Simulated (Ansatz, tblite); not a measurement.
Removing an electron: InH2(CH2SiH3) (CH7InSi). The state is a singlet with charge 0. Geometry: B3LYP-D4/def2-SVP. Ansatz, gas phase; energy differences of separate SCF runs; the oxidised species was run as a doublet alone.

```xyz
10

In    1.534   -1.133    0.362
H     2.922   -0.384    1.098
H     1.681   -2.573   -0.605
C    -0.447   -0.238    0.654
Si   -0.920    1.014   -0.663
H    -1.187   -1.055    0.662
H    -0.454    0.251    1.642
H     0.069    2.136   -0.698
H    -0.924    0.375   -2.016
H    -2.274    1.607   -0.436
```

In the def2 sets In takes a core potential; there is no spin–orbit coupling. The xTB rows come from tblite.

| level | −HOMO (eV) | vertical IE (eV) | −LUMO (eV) | HOMO–LUMO gap (eV) |
| --- | --- | --- | --- | --- |
| GFN1-xTB | 10.91 | 13.53 | 5.31 | 5.60 |
| GFN2-xTB | 10.52 | 13.24 | 6.59 | 3.93 |
| PBE-D4/def2-TZVP | 6.46 | 9.23 | 2.49 | 3.97 |
| r2SCAN-D4/def2-TZVP | 6.68 | 9.26 | 2.20 | 4.48 |
| PBE0-D4/def2-TZVP | 7.56 | 9.41 | 1.76 | 5.80 |

Relaxing the oxidised species (B3LYP-D4/def2-SVP) changes its energy by -0.72 eV at PBE-D4/def2-TZVP, so the adiabatic ionisation energy to this nearest minimum is 8.51 eV. At PBE0-D4/def2-TZVP it is 8.59 eV.   Raw xTB energy differences between charge states are shifted by several eV; the methods need an empirical correction for them.
